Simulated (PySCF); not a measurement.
**Ruthenium: highly charged ions in a basis for the neutral atom**

Ru¹¹⁺ [Ar] 3d10 4s2 4p3, Ru¹²⁺ [Ar] 3d10 4s2 4p2. Computed with PySCF 2.14 in x2c-TZVPall, with the spin-free X2C one-electron Hamiltonian (Gaussian nucleus). No spin-orbit coupling, so a gap to NIST mixes the basis error with missing relativistic terms.

Changed run: basis of the neutral atom used for a highly charged ion. This setting is unsound on purpose.

```json
{"species": "Ru¹¹⁺", "method": "UHF", "sound run (hartree)": "not run", "changed run (hartree)": "-4490.22536", "converged": "yes"}
{"species": "Ru¹¹⁺", "method": "TPSS", "sound run (hartree)": "not run", "changed run (hartree)": "-4491.83368", "converged": "yes"}
{"species": "Ru¹¹⁺", "method": "r2SCAN", "sound run (hartree)": "not run", "changed run (hartree)": "-4491.99366", "converged": "yes"}
{"species": "Ru¹²⁺", "method": "UHF", "sound run (hartree)": "not run", "changed run (hartree)": "-4481.10008", "converged": "yes"}
{"species": "Ru¹²⁺", "method": "TPSS", "sound run (hartree)": "not run", "changed run (hartree)": "-4482.67999", "converged": "yes"}
{"species": "Ru¹²⁺", "method": "r2SCAN", "sound run (hartree)": "not run", "changed run (hartree)": "-4482.82453", "converged": "yes"}
```

Ionisation energy of Ru¹¹⁺:

```csv
method,changed run (eV),NIST (eV)
UHF,248.31,245 ± 2.5
TPSS,249.08,245 ± 2.5
r2SCAN,249.50,245 ± 2.5
```

The contracted functions were made for the neutral atom and can be too rigid for a highly charged ion.
